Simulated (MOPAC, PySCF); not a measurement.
C$_{8}$H$_{7}$FSSi, SMILES `Fc1cc2cccc([SiH3])c2s1`, neutral singlet in the gas phase. 

Z-matrix (Å, degrees):
```
C
C 1 1.4122
C 2 1.4097 1 116.49
H 3 1.1012 2 119.20 1 180.00
C 3 1.4114 4 119.09 2 180.00
C 5 1.3968 3 120.88 4 -180.00
H 5 1.1003 6 119.70 1 180.00
H 6 1.1005 5 120.69 7 0.00
C 6 1.4135 8 119.64 5 180.00
C 9 1.4411 6 129.14 8 0.00
C 10 1.3677 9 111.30 6 -180.00
F 11 1.3287 10 126.97 9 -180.00
H 10 1.0971 11 123.28 12 0.00
S 11 1.7611 12 118.18 10 -180.00
Si 2 1.8864 3 121.06 4 0.00
H 15 1.5025 2 108.68 3 0.00
H 15 1.5058 16 109.68 4 121.03
H 15 1.5058 16 109.68 17 117.94
```
Charge 0, spin multiplicity 1.

All levels are single points at this geometry (PBE-D3(BJ)/def2-SVP); Pople sets use spherical d functions. Orbital energies aren't observables, and empty levels follow the basis.

BP86/6-31G* in PySCF gives dipole (D) = 1.51.

### Question
Estimate the dipole (D) from each of these levels: PBE-D3(BJ)/def2-TZVP in PySCF; B3LYP/3-21G in PySCF; B3LYP/LANL2DZ in PySCF; PBE/6-31G* in PySCF; SVWN5/6-31G* in PySCF; PM3 in MOPAC; PM6 in MOPAC; PM7 in MOPAC.

### Answer

| level | dipole (D) |
|---|---|
| PBE-D3(BJ)/def2-TZVP in PySCF | 1.47 |
| B3LYP/3-21G in PySCF | 1.81 |
| B3LYP/LANL2DZ in PySCF | 2.24 |
| PBE/6-31G* in PySCF | 1.50 |
| SVWN5/6-31G* in PySCF | 1.50 |
| PM3 in MOPAC | 2.40 |
| PM6 in MOPAC | 1.96 |
| PM7 in MOPAC | 1.97 |
